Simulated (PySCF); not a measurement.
Fill in the blanks.

Compound: C₇H₅NS.
SMILES: `c1cc2ccsc2cn1`

| property | level | value |
| --- | --- | --- |
| point group | PBE0-D3(BJ)/def2-SVP | Cs |
| rotational constants A, B, C | PBE0-D3(BJ)/def2-SVP | ? |
| dipole moment | PBE0/def2-SVPD | 2.82 D |
| HOMO energy | PBE0/def2-SVPD | -6.82 eV |
| LUMO energy | PBE0/def2-SVPD | ? |
| lowest singlet excitation | TDDFT PBE0/def2-SVPD | 4.62 eV (268 nm, f = 0.090) |
| strongest line among the 10 lowest singlet transitions | TDDFT PBE0/def2-SVPD | S6 at 5.79 eV (214 nm, f = 0.291) |
| lowest triplet excitation (Tamm–Dancoff) | TDA PBE0/def2-SVPD | 3.43 eV |
| static isotropic polarisability | PBE0/def2-SVPD | ? |
| vertical ionisation energy | ΔSCF PBE0/def2-SVPD | 8.56 eV |
| electronic spatial extent ⟨r²⟩ about the centre of nuclear charge | PBE0/def2-SVPD | 1180 bohr² |
| 13C chemical shifts (computed TMS as zero) by class | GIAO PBE0/pcSseg-1 | 149.6 (1 C), 149.2 (1 C), 147.5 (1 C), 142.2 (1 C), 139.4 (1 C), 128.1 (1 C), 122.4 (1 C) ppm |
| 1H chemical shifts (computed TMS as zero) by class | GIAO PBE0/pcSseg-1 | 9.24 (1 H), 8.75 (1 H), 7.69 (1 H), 7.46 (1 H), 7.45 (1 H) ppm |
| isotropic shieldings of nuclei other than C and H, by class | GIAO PBE0/pcSseg-1 | -82 (1 N), 329 (1 S) ppm |

The electronic properties come from PySCF, for the isolated species, density fitting.

Problem. What is the static isotropic polarisability?

Solution. 103.4 au.

Problem. Give the LUMO energy.

Solution. -1.39 eV.

Problem. The rotational constants A, B, C?

Solution. 3.231, 1.318, 0.936 GHz.

The 10 singlets span 4.62 to 6.45 eV, and their oscillator strengths add up to 0.53. The polarisability is 15.33 Å³ as a volume (1 au = 0.148185 Å³), or 1.48 au for each of the 70 electrons. The principal polarisabilities are 58.5, 110.3 and 141.5 au; their mean is the isotropic value. The vertical singlet–triplet gap S1 − T1 is 1.19 eV (TDDFT singlet less Tamm–Dancoff triplet; S1: HOMO→LUMO, weight 0.89; T1: HOMO→LUMO, weight 0.80). With B = h/(8π²I), that is 505.379 GHz u Å² over I, the principal moments of inertia are 156.4, 383.5 and 540.0 u Å² (most abundant isotopes). In atomic units the dipole is 1.11 e·bohr (1 au = 2.5417 D).

For the geometry optimisation (PBE0-D3(BJ)/def2-SVP), time: 54 s. Hardware: Arm Neoverse V1, one thread, shared host.
